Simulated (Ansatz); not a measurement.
Ligand exchange: C3H7Br + GeH3I → C3H7I + GeH3Br

Species: C3H7Br (1-bromopropane) `CCCBr`, singlet; GeH3I `[GeH3][I]`, singlet; C3H7I (1-iodopropane) `CCCI`, singlet; GeH3Br `[GeH3][Br]`, singlet. The partners trade Br for I: C–Br and Ge–I bonds give way to C–I and Ge–Br.

Shapes, held fixed at every level: PBE0-D4/def2-TZVP. Flexible molecules stand in one conformer, not always the lowest. Programs: Ansatz 0.2.0. Electronic energies: no zero-point or thermal term.

```tsv
level	kind	ΔE (kJ/mol)	less CCSD(T)/def2-TZVPP	CPU time (sum over the molecules)
r2SCAN-D4/def2-TZVPP	meta-GGA	-4.3	+2.9	42 s
PBE0-D4/def2-TZVPP	global hybrid	-3.1	+4.1	25 s
wB97X-V/def2-TZVPP	range-separated hybrid	-3.8	+3.4	67 s
B2PLYP/def2-TZVPP	double hybrid	-5.2	+2.0	55 s
MP2/def2-TZVPP	perturbation theory	-7.4	-0.2	–
CCSD/def2-TZVPP	coupled cluster or CI	-6.3	+0.9	–
CCSD(T)/def2-TZVPP	coupled cluster or CI	-7.2	0.0	18 min
```

The highest level, CCSD(T)/def2-TZVPP, gives ΔE = -7.2 kJ/mol; the levels span -7.4 to -3.1. The column of differences is taken from that level and isn't an error. No measured value is set beside it here. For atoms past krypton def2 sets carry core potentials with scalar relativity. Relativity is left out for Br, Ge. Outer-core shells of Br, Ge, I are correlated, in sets that cover them unevenly. Times are processor times on shared x86 and Arm servers, and rough.
